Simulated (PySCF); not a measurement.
C$_{2}$H$_{8}$Si, charge -1, doublet, geometry from GFN2-xTB (a state made from the parent by changing its charge; the spin is typed, not shown lowest) (in this run its highest filled SCF level lies above zero, so its values depend strongly on the basis, on diffuse functions most of all). Base run: BLYP/6-31G** run with PySCF.

Here is a job for PySCF.
```python
from pyscf import gto, scf, dft

mol = gto.Mole()
mol.atom = '''
    Si    0.03650831   -0.43358483   -0.36507031
    C     1.53191665    0.70441500    0.02861198
    C    -1.59065940   -0.00589470    0.55996042
    H     0.46723987   -1.52736043    0.70404476
    H    -0.37186829    0.39533555   -1.65687199
    H     1.34621521    1.75174062   -0.21271162
    H     2.39066361    0.39036358   -0.56581247
    H     1.83805842    0.66049603    1.07444850
    H    -2.37613688   -0.69396699    0.24532294
    H    -1.94958918    1.00202570    0.34811396
    H    -1.50324253   -0.09956824    1.64301594
'''
mol.basis = '6-31g**'
mol.charge = -1
mol.spin = 1
mol.verbose = 4
mol.build()

mf = dft.UKS(mol)
mf.xc = 'blyp'
mf.kernel()
```

Variants of this job, named by their change:

```json
[
 {"change": "base", "ΔE vs base (µEh)": "0.0", "grid points": "125880", "electrons on the grid": "35.00002"},
 {"change": "grids.atom_grid = (150, 974)", "ΔE vs base (µEh)": "4.5", "grid points": "896944", "electrons on the grid": "35.00000"},
 {"change": "grids.prune = dft.gen_grid.sg1_prune", "ΔE vs base (µEh)": "42.0", "grid points": "53544", "electrons on the grid": "34.99952"},
 {"change": "grids.atom_grid = (50, 194)", "ΔE vs base (µEh)": "20.1", "grid points": "72840", "electrons on the grid": "34.99983"},
 {"change": "grids.atom_grid = (99, 590)", "ΔE vs base (µEh)": "3.6", "grid points": "358512", "electrons on the grid": "35.00000"},
 {"change": "grids.level = 5", "ΔE vs base (µEh)": "4.3", "grid points": "317832", "electrons on the grid": "35.00000"},
 {"change": "grids.prune = dft.gen_grid.treutler_prune", "ΔE vs base (µEh)": "0.5", "grid points": "109072", "electrons on the grid": "35.00002"},
 {"change": "grids.atom_grid = (30, 110)", "ΔE vs base (µEh)": "421", "grid points": "27136", "electrons on the grid": "34.99981"},
 {"change": "grids.level = 7", "ΔE vs base (µEh)": "4.5", "grid points": "661288", "electrons on the grid": "35.00000"},
 {"change": "grids.level = 1", "ΔE vs base (µEh)": "29.2", "grid points": "36552", "electrons on the grid": "34.99978"},
 {"change": "grids.atom_grid = (75, 302)", "ΔE vs base (µEh)": "0.7", "grid points": "160808", "electrons on the grid": "35.00002"}
]
```

Open shells are given as the SCF converged; they aren't shown to be the lowest states, and a large step between rows can be another state.
